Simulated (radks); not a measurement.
The numbers below are computed, except where a source is named.
Q: The erbium ion Er12+ is in [Kr] 4d10 4f(5/2: 6, 7/2: 2) 5s2. Level of theory: Dirac Kohn-Sham, BLYP, spin-unpolarised, spherical densities, finite nucleus; Fermi nuclear charge, rms radius of each element as measured or else 0.836 A^(1/3) + 0.57 fm (a radial shooting solver on a logarithmic mesh with Libxc functionals). Sub-shells are occupied by j as written (lower j first in brackets). One electron is removed from 5s1/2, 4d5/2, 4f7/2, 4f5/2 in turn, with full relaxation. Which removal costs least, and what does each cost?

A: 4f7/2 243.65 eV; 4f5/2 245.22 eV; 5s1/2 260.06 eV; 4d5/2 410.11 eV. The 4f7/2 electron leaves first.
